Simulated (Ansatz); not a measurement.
Consider the ligand exchange at a B–O bond: `COBF` + `[OH][InH2]` → `FB[O][InH2]` + CH₃OH.

Gas-phase electronic energies from Ansatz, PBE0-D4/def2-TZVP geometries. CCSD(T)/CBS is the MP2 limit (def2-TZVPP, def2-QZVPP) plus CCSD(T) − MP2 in def2-TZVPP, frozen cores. This one scheme is used for every species. DFT in def2-TZVPP. B3LYP here is the variant with VWN-RPA as its local correlation; programs differ in this. HSE06 is defined as in plane-wave codes. def2 core potentials past Kr. For In outer-core shells are correlated without core-valence functions, which leaves a few kJ/mol of doubt a bond. One conformer a species, not always the lowest.

`COBF`:

```xyz
8

C     0.034    1.031   -0.323
O    -0.715   -0.124   -0.006
B    -0.127   -1.260    0.390
F    -0.909   -2.292    0.667
H     1.107    0.863   -0.198
H    -0.281    1.847    0.329
H    -0.169    1.310   -1.359
H     1.061   -1.376    0.501
```

`[OH][InH2]`:

Z-matrix (Å, degrees):
```
In
O 1 1.991
H 1 1.715 2 114.8
H 1 1.705 2 111.5 3 -180.0
H 2 0.959 1 113.4 3 0.0
```

`FB[O][InH2]`:

```xyz
7

F     0.521   -1.410    0.317
B    -0.535   -0.807    0.982
O    -0.860    0.402    0.593
In    0.415    0.936   -0.942
H    -1.045   -1.454    1.847
H    -0.263    0.553   -2.455
H     1.767    1.780   -0.342
```

CH₃OH:

Cartesian coordinates in Å:
```
C 0.172 0.255 -0.180
O -0.929 -0.513 0.249
H -0.210 0.996 -0.883
H 0.926 -0.350 -0.699
H 0.657 0.788 0.646
H -0.616 -1.175 0.868
```

```json
{"level": "LDA (SPW92)", "ΔE (kcal/mol)": "-2.8", "difference from CCSD(T)/CBS": "2.3"}
{"level": "PBE-D4", "ΔE (kcal/mol)": "-3.4", "difference from CCSD(T)/CBS": "1.7"}
{"level": "revPBE-D4", "ΔE (kcal/mol)": "-3.4", "difference from CCSD(T)/CBS": "1.7"}
{"level": "BLYP-D4", "ΔE (kcal/mol)": "-3.0", "difference from CCSD(T)/CBS": "2.1"}
{"level": "r2SCAN-D4", "ΔE (kcal/mol)": "-4.5", "difference from CCSD(T)/CBS": "0.6"}
{"level": "PBE0-D4", "ΔE (kcal/mol)": "-4.2", "difference from CCSD(T)/CBS": "0.9"}
{"level": "B3LYP-D4", "ΔE (kcal/mol)": "-3.7", "difference from CCSD(T)/CBS": "1.4"}
{"level": "r2SCANh-D4", "ΔE (kcal/mol)": "-4.7", "difference from CCSD(T)/CBS": "0.4"}
{"level": "r2SCAN0-D4", "ΔE (kcal/mol)": "-4.8", "difference from CCSD(T)/CBS": "0.3"}
{"level": "BHLYP-D4", "ΔE (kcal/mol)": "-4.7", "difference from CCSD(T)/CBS": "0.4"}
{"level": "CAM-B3LYP-D4", "ΔE (kcal/mol)": "-3.8", "difference from CCSD(T)/CBS": "1.3"}
{"level": "ωB97X-V", "ΔE (kcal/mol)": "-4.6", "difference from CCSD(T)/CBS": "0.5"}
{"level": "ωB97M-V", "ΔE (kcal/mol)": "-4.8", "difference from CCSD(T)/CBS": "0.3"}
{"level": "PBE-QIDH", "ΔE (kcal/mol)": "-4.7", "difference from CCSD(T)/CBS": "0.4"}
{"level": "PBE", "ΔE (kcal/mol)": "-3.2", "difference from CCSD(T)/CBS": "1.9"}
{"level": "revPBE", "ΔE (kcal/mol)": "-3.1", "difference from CCSD(T)/CBS": "2.0"}
{"level": "BLYP", "ΔE (kcal/mol)": "-2.5", "difference from CCSD(T)/CBS": "2.6"}
{"level": "r2SCAN", "ΔE (kcal/mol)": "-4.5", "difference from CCSD(T)/CBS": "0.6"}
{"level": "PBE0", "ΔE (kcal/mol)": "-4.0", "difference from CCSD(T)/CBS": "1.1"}
{"level": "B3LYP", "ΔE (kcal/mol)": "-3.3", "difference from CCSD(T)/CBS": "1.8"}
{"level": "r2SCANh", "ΔE (kcal/mol)": "-4.6", "difference from CCSD(T)/CBS": "0.5"}
{"level": "r2SCAN0", "ΔE (kcal/mol)": "-4.8", "difference from CCSD(T)/CBS": "0.3"}
{"level": "HSE06", "ΔE (kcal/mol)": "-4.0", "difference from CCSD(T)/CBS": "1.1"}
{"level": "BHLYP", "ΔE (kcal/mol)": "-4.1", "difference from CCSD(T)/CBS": "1.0"}
{"level": "CAM-B3LYP", "ΔE (kcal/mol)": "-3.6", "difference from CCSD(T)/CBS": "1.5"}
{"level": "LC-ωPBE", "ΔE (kcal/mol)": "-4.2", "difference from CCSD(T)/CBS": "0.9"}
{"level": "RPA@PBE/def2-TZVPP", "ΔE (kcal/mol)": "-5.2", "difference from CCSD(T)/CBS": "-0.1"}
{"level": "HF/def2-SVP", "ΔE (kcal/mol)": "-7.4", "difference from CCSD(T)/CBS": "-2.3"}
{"level": "MP2/def2-SVP", "ΔE (kcal/mol)": "-7.3", "difference from CCSD(T)/CBS": "-2.2"}
{"level": "CCSD/def2-SVP", "ΔE (kcal/mol)": "-7.3", "difference from CCSD(T)/CBS": "-2.2"}
{"level": "CCSD(T)/def2-SVP", "ΔE (kcal/mol)": "-7.2", "difference from CCSD(T)/CBS": "-2.1"}
{"level": "MP2/def2-TZVPP", "ΔE (kcal/mol)": "-4.8", "difference from CCSD(T)/CBS": "0.3"}
{"level": "SCS-MP2/def2-TZVPP", "ΔE (kcal/mol)": "-4.9", "difference from CCSD(T)/CBS": "0.2"}
{"level": "CCSD/def2-TZVPP", "ΔE (kcal/mol)": "-5.0", "difference from CCSD(T)/CBS": "0.1"}
{"level": "CCSD(T)/def2-TZVPP", "ΔE (kcal/mol)": "-5.1", "difference from CCSD(T)/CBS": "0.0"}
{"level": "MP2/def2-QZVPP", "ΔE (kcal/mol)": "-4.8", "difference from CCSD(T)/CBS": "0.3"}
{"level": "SCS-MP2/def2-QZVPP", "ΔE (kcal/mol)": "-4.9", "difference from CCSD(T)/CBS": "0.2"}
{"level": "HF/CBS(def2)", "ΔE (kcal/mol)": "-4.7", "difference from CCSD(T)/CBS": "0.4"}
{"level": "MP2/CBS(def2)", "ΔE (kcal/mol)": "-4.9", "difference from CCSD(T)/CBS": "0.2"}
{"level": "CCSD/CBS(def2)", "ΔE (kcal/mol)": "-5.0", "difference from CCSD(T)/CBS": "0.1"}
{"level": "CCSD(T)/CBS", "ΔE (kcal/mol)": "-5.1", "difference from CCSD(T)/CBS": "0"}
```

Largest T1 diagnostic among the species: 0.017.

From BLYP to BHLYP (50 % exact exchange), in def2-TZVPP and without D4, ΔE moves by −1.6 kcal/mol. At CCSD(T), def2-SVP lies −2.1 kcal/mol from the extrapolated value and def2-TZVPP +0.0 kcal/mol.
